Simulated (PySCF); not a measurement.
C2H7Ga, SMILES C[CH2][GaH2].

Geometry: B3LYP-D3(BJ)/def2-SVP. The structure was generated by enumeration; whether it is a known compound was not checked.

Level of theory: PySCF 2.14.0 with B3LYP-D3(BJ)/def2-SVP.

Frequencies are harmonic and unscaled.

Problem. List the normal modes with their intensities. (An estimate is asked for; the answer gives what the named calculation found.)

Solution. 
```csv
mode,ν (cm⁻¹),IR (km/mol),Raman (Å⁴/amu),depolarisation,moving atoms (share of kinetic energy)
1,74,0.0,11.2,0.75,H 96 %
2,200,1.2,0.6,0.25,"C 49 %, H 40 %, Ga 10 %"
3,208,0.7,0.6,0.75,"H 89 %, C 11 %"
4,442,38.9,9.7,0.39,"H 65 %, C 21 %, Ga 13 %"
5,475,27.0,4.2,0.75,H 94 %
6,554,42.4,11.4,0.22,"C 51 %, H 37 %, Ga 12 %"
7,672,95.0,4.1,0.75,"H 82 %, C 14 %"
8,755,187.6,21.6,0.69,H 98 %
9,934,5.4,0.0,–,"H 91 %, C 8 %"
10,964,3.1,4.3,0.45,"H 78 %, C 21 %"
11,1045,13.8,5.3,0.69,"C 70 %, H 30 %"
12,1217,1.0,14.0,0.22,"H 64 %, C 36 %"
13,1241,1.8,2.1,0.75,"H 77 %, C 23 %"
14,1399,6.0,7.5,0.70,"H 83 %, C 17 %"
15,1425,2.4,9.5,0.74,"H 89 %, C 11 %"
16,1471,2.1,16.5,0.72,H 96 %
17,1479,5.0,20.1,0.75,H 97 %
18,1916,180.0,184.7,0.14,H 99 %
19,1921,253.1,165.9,0.27,H 99 %
20,3009,30.1,63.6,0.39,H 95 %
21,3015,30.3,229.7,0.01,H 97 %
22,3046,9.4,113.2,0.75,"H 91 %, C 9 %"
23,3084,28.5,112.5,0.71,"H 91 %, C 9 %"
24,3099,31.4,40.3,0.75,"H 91 %, C 9 %"
```
